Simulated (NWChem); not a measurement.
A series in which one site is exchanged, each optimised at PBE0/def2-SVP with NWChem, gas phase unless a solvent is named. All stand in one matching conformer (torsions within 35°), which need not be the lowest. For some, no frequency run checked for a minimum. def2 effective core potentials on In; no spin-orbit coupling.

A: [NH2][In]([CH3])[F] (CH5FInN; site = In)
B: CB(N)F (CH₅BFN; site = B)
C: [NH2][Ga]([CH3])[F] (CH₅FGaN; site = Ga)
D: [CH3][Al]([NH2])[F] (CH$_{5}$AlFN; site = Al)

**Question.** Rank them by static polarisability, PBE/def2-SVPD (bohr³), lowest first.

**Answer.** B (38.6), D (48.8), C (51.4), A (60.5)
